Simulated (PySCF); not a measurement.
## Electron correlation in I(2+) (iodine, charge +2)

[Kr] 4d10 5s2 5p3, high-spin 4S determinant. Calculation: PySCF 2.14, in Sapporo-DKH3-DZP-2012 (7s6p4d1f, 52 functions); scalar relativity by spin-free X2C-1e. Frozen: [Kr] 4d10; 5 electrons correlated.

MP2 pair energies summed by pair of shells (mhartree):

| pair | energy | share (%) |
| --- | --- | --- |
| 5s-5p | -33.26 | 66.3 |
| 5p-5p | -11.89 | 23.7 |
| 5s-5s | -5.01 | 10.0 |

Total MP2 correlation energy: -50.16 mhartree.

Same-spin part -13.50 and opposite-spin part -36.66 mhartree; SCS-MP2 scales them by 1/3 and 6/5 to -48.50 mhartree.
